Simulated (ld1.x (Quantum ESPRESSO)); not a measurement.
**Which change was made? (Cr, ultrasoft)**

| Property | Result |
| --- | --- |
| Element | chromium (Cr) |
| Generator | ld1.x (Quantum ESPRESSO) 7.5 |
| Type | ultrasoft |
| Functional | PBEsol |
| Relativity | non-relativistic |
| Frozen core | [Ne] |
| Valence charge | 14 |
| Reference configuration | 3s2 3p6 3d6 4s0 4p0 |
| Partial waves | 3s (bound): rcut 1.30, rcutus 1.40 bohr; 4s (bound, empty): rcut 1.30, rcutus 1.40 bohr; 3p (bound): rcut 1.35, rcutus 1.60 bohr; 4p (bound, empty): rcut 1.35, rcutus 1.60 bohr; 3d (bound): rcut 1.55, rcutus 1.80 bohr; 3d channel at 0.75 Ry: rcut 1.55, rcutus 1.80 bohr |
| Local potential | all-electron potential smoothed inside 1.75 bohr (lloc = -1) |
| Core correction | Bessel-smoothed model core, default radius (core density twice the valence density) |
| Augmentation charge | PSQ, inside the norm-conserving radii |

Cutoffs, loose and tight: the cutoffs (Ry, on a coarse ladder) from which the occupation-weighted sum of valence levels, in a spherical-Bessel basis at the reference potential, stays within 10 and 1 mRy of its value at 400 Ry. They do not see the model core or the augmentation charge, which bear on the density cutoff. Test errors are all-electron minus pseudo excitation energies from the reference, over the configurations 3s2 3p6 3d5 4s1 4p0; 3s2 3p6 3d5 4s0 4p0; 3s2 3p6 3d4 4s0 4p0; 3s2 3p6 3d4 4s1 4p1; 3s2 3p6 3d5 4s0 4p1; 3s2 3p6 3d4 4s2 4p0; 3s1 3p6 3d5 4s1 4p0; variants that change the core or the reference have their own tests.

The base gives: outcome: generated; cutoff, loose: 35 Ry; cutoff, tight: 60 Ry; bound ghosts: none; largest test error (meV): +27.

Question: After one change the result is: outcome: generated; cutoff, loose: 35 Ry; cutoff, tight: 60 Ry; bound ghosts: none; largest test error (meV): -22. Which change was it?
A. waves 3s (bound): rcut 1.30, rcutus 1.82 bohr; 4s (bound): rcut 1.30, rcutus 1.82 bohr
B. waves 3d (bound): rcut 1.55, rcutus 2.38 bohr; 3d channel at 0.75 Ry: rcut 1.55, rcutus 2.38 bohr
C. scalar-relativistic
D. augmentation PSQ, radius 1.25 bohr

Answer: D. The others give: waves 3s (bound): rcut 1.30, rcutus 1.82 bohr; 4s (bound): rcut 1.30, rcutus 1.82 bohr → outcome: generated, overlap not positive; bound ghosts: not determined (overlap not positive); largest test error (meV): +431 | scalar-relativistic → outcome: generated; cutoff, loose: 35 Ry; cutoff, tight: 60 Ry; bound ghosts: none; largest test error (meV): +38 | waves 3d (bound): rcut 1.55, rcutus 2.38 bohr; 3d channel at 0.75 Ry: rcut 1.55, rcutus 2.38 bohr → outcome: generated; cutoff, loose: 35 Ry; cutoff, tight: 55 Ry; bound ghosts: none; largest test error (meV): +54. A file whose overlap is not positive is unfit for use, and its test errors describe a broken file.
